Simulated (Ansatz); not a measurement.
Ansatz (an electronic-structure program) input (B3LYP-D3(BJ)/def2-TZVP):

Ansatz 0.2 input:
```yaml
crystal:
  periodic: [false, false, false]
  atoms:
    - {symbol: Nb, position_ang: [0.33012928, 0.36377529, -0.22728905]}
    - {symbol: O, position_ang: [-0.88446054, 1.26817127, -0.98382573]}
    - {symbol: Cl, position_ang: [-0.37997744, -1.47412690, 1.01114454]}
basis:
  gaussian:
    orbitals: def2-TZVP
hamiltonian:
  xc: b3lyp
  dispersion: d3bj
magnetization: {spin_polarized: true, initial_magnetization: 2}
phonons: {temperatures: {t_min: 298.15, t_max: 298.15, t_step: 100}}
```

Output:

```
Functional definition: B3LYP
integrals: 0.03 GiB planned
785 factors; their error is unknown
mean field: 0.44 GiB planned
mean field evaluation 1: about -16114.3190 eV, gradient 5.2e1 eV
mean field evaluation 2: about -15949.3807 eV, gradient 1.7e2 eV
mean field evaluation 4: about -16123.4046 eV, gradient 1.1e1 eV
mean field evaluation 8: about -16123.9487 eV, gradient 1.5e-1 eV
mean field evaluation 16: about -16124.0008 eV, gradient 2.9e-3 eV
mean field evaluation 32: about -16123.7510 eV, gradient 3.2e0 eV
mean field -16124.00081190 eV, -592.5461005972 hartree, gradient 1.6e-5 eV, S^2 2.009199; 3 other end points of the search recorded, 0 dependent functions left out
the calculation of the forces begins
reference -16124.00104646 eV, -592.5461092169 hartree; 20, 18 occupied and 88, 90 virtual orbitals, 785 factors
these checks for a lower state are left out or cut short: stability, starts, cluster_reference, orbital_swaps, neighbouring_geometries, increment
integrals: 0.03 GiB planned
785 factors; their error is unknown
mean field: 0.44 GiB planned
mean field -16124.00071072 eV, -592.5460968788 hartree, gradient 2.3e-6 eV, S^2 2.009152; 0 other end points of the search recorded, 0 dependent functions left out
the calculation of the forces begins
reference -16124.00094527 eV, -592.5461054982 hartree; 20, 18 occupied and 88, 90 virtual orbitals, 785 factors
these checks for a lower state are left out or cut short: stability, starts, cluster_reference, orbital_swaps, neighbouring_geometries, increment
integrals: 0.03 GiB planned
785 factors; their error is unknown
mean field: 0.44 GiB planned
mean field -16124.00069412 eV, -592.5460962686 hartree, gradient 2.3e-6 eV, S^2 2.009248; 0 other end points of the search recorded, 0 dependent functions left out
the calculation of the forces begins
reference -16124.00092868 eV, -592.5461048887 hartree; 20, 18 occupied and 88, 90 virtual orbitals, 785 factors
these checks for a lower state are left out or cut short: stability, starts, cluster_reference, orbital_swaps, neighbouring_geometries, increment
integrals: 0.03 GiB planned
785 factors; their error is unknown
mean field: 0.44 GiB planned
mean field -16124.00076397 eV, -592.5460988356 hartree, gradient 2.3e-6 eV, S^2 2.009256; 0 other end points of the search recorded, 0 dependent functions left out
the calculation of the forces begins
reference -16124.00099855 eV, -592.5461074563 hartree; 20, 18 occupied and 88, 90 virtual orbitals, 785 factors
these checks for a lower state are left out or cut short: stability, starts, cluster_reference, orbital_swaps, neighbouring_geometries, increment
integrals: 0.03 GiB planned
785 factors; their error is unknown
mean field: 0.44 GiB planned
mean field evaluation 64: about -16123.9494 eV, gradient 2.6e-4 eV
mean field -16124.00075695 eV, -592.5460985776 hartree, gradient 2.3e-6 eV, S^2 2.009143; 0 other end points of the search recorded, 0 dependent functions left out
the calculation of the forces begins
reference -16124.00099148 eV, -592.5461071963 hartree; 20, 18 occupied and 88, 90 virtual orbitals, 785 factors
these checks for a lower state are left out or cut short: stability, starts, cluster_reference, orbital_swaps, neighbouring_geometries, increment
integrals: 0.03 GiB planned
785 factors; their error is unknown
mean field: 0.44 GiB planned
mean field -16124.00076993 eV, -592.5460990546 hartree, gradient 2.3e-6 eV, S^2 2.009266; 0 other end points of the search recorded, 0 dependent functions left out
the calculation of the forces begins
reference -16124.00100453 eV, -592.5461076760 hartree; 20, 18 occupied and 88, 90 virtual orbitals, 785 factors
these checks for a lower state are left out or cut short: stability, starts, cluster_reference, orbital_swaps, neighbouring_geometries, increment
integrals: 0.03 GiB planned
785 factors; their error is unknown
mean field: 0.44 GiB planned
mean field -16124.00069919 eV, -592.5460964552 hartree, gradient 2.3e-6 eV, S^2 2.009134; 0 other end points of the search recorded, 0 dependent functions left out
the calculation of the forces begins
reference -16124.00093370 eV, -592.5461050732 hartree; 20, 18 occupied and 88, 90 virtual orbitals, 785 factors
these checks for a lower state are left out or cut short: stability, starts, cluster_reference, orbital_swaps, neighbouring_geometries, increment
integrals: 0.03 GiB planned
785 factors; their error is unknown
mean field: 0.44 GiB planned
mean field -16124.00076328 eV, -592.5460988101 hartree, gradient 2.3e-6 eV, S^2 2.009149; 0 other end points of the search recorded, 0 dependent functions left out
the calculation of the forces begins
reference -16124.00099781 eV, -592.5461074290 hartree; 20, 18 occupied and 88, 90 virtual orbitals, 785 factors
these checks for a lower state are left out or cut short: stability, starts, cluster_reference, orbital_swaps, neighbouring_geometries, increment
integrals: 0.03 GiB planned
785 factors; their error is unknown
mean field: 0.44 GiB planned
mean field evaluation 96: about -16123.9495 eV, gradient 2.2e-4 eV
mean field -16124.00077284 eV, -592.5460991617 hartree, gradient 2.3e-6 eV, S^2 2.009251; 0 other end points of the search recorded, 0 dependent functions left out
the calculation of the forces begins
reference -16124.00100742 eV, -592.5461077823 hartree; 20, 18 occupied and 88, 90 virtual orbitals, 785 factors
these checks for a lower state are left out or cut short: stability, starts, cluster_reference, orbital_swaps, neighbouring_geometries, increment
integrals: 0.03 GiB planned
785 factors; their error is unknown
mean field: 0.44 GiB planned
mean field -16124.00072936 eV, -592.5460975638 hartree, gradient 1.7e-6 eV, S^2 2.009181; 0 other end points of the search recorded, 0 dependent functions left out
the calculation of the forces begins
reference -16124.00096388 eV, -592.5461061822 hartree; 20, 18 occupied and 88, 90 virtual orbitals, 785 factors
these checks for a lower state are left out or cut short: stability, starts, cluster_reference, orbital_swaps, neighbouring_geometries, increment
integrals: 0.03 GiB planned
785 factors; their error is unknown
mean field: 0.44 GiB planned
mean field -16124.00081671 eV, -592.5461007740 hartree, gradient 1.9e-6 eV, S^2 2.009218; 0 other end points of the search recorded, 0 dependent functions left out
the calculation of the forces begins
reference -16124.00105130 eV, -592.5461093950 hartree; 20, 18 occupied and 88, 90 virtual orbitals, 785 factors
these checks for a lower state are left out or cut short: stability, starts, cluster_reference, orbital_swaps, neighbouring_geometries, increment
integrals: 0.03 GiB planned
785 factors; their error is unknown
mean field: 0.44 GiB planned
mean field -16124.00081006 eV, -592.5461005295 hartree, gradient 1.3e-6 eV, S^2 2.009194; 0 other end points of the search recorded, 0 dependent functions left out
the calculation of the forces begins
reference -16124.00104461 eV, -592.5461091491 hartree; 20, 18 occupied and 88, 90 virtual orbitals, 785 factors
these checks for a lower state are left out or cut short: stability, starts, cluster_reference, orbital_swaps, neighbouring_geometries, increment
integrals: 0.03 GiB planned
785 factors; their error is unknown
mean field: 0.44 GiB planned
mean field evaluation 128: about -16124.0008 eV, gradient 1.3e-6 eV
mean field -16124.00080752 eV, -592.5461004362 hartree, gradient 9.9e-7 eV, S^2 2.009205; 0 other end points of the search recorded, 0 dependent functions left out
the calculation of the forces begins
reference -16124.00104208 eV, -592.5461090561 hartree; 20, 18 occupied and 88, 90 virtual orbitals, 785 factors
Total energy: -16124.14057150 eV, -592.5512366675 hartree
Atom 0 at     0.330129     0.363775    -0.227289 Å, force     0.000470     0.000117    -0.000039 eV/Å
Atom 1 at    -0.884461     1.268171    -0.983826 Å, force    -0.000299     0.000081    -0.000086 eV/Å
Atom 2 at    -0.379977    -1.474127     1.011145 Å, force    -0.000171    -0.000198     0.000124 eV/Å
Dipole moment:     0.845090     0.191203    -0.056290 e Å
Vibrations: 163.90 387.11 1015.28 cm⁻¹, zero-point energy 0.097098 eV
```

The spin state was set by rule; other spins were not relaxed.
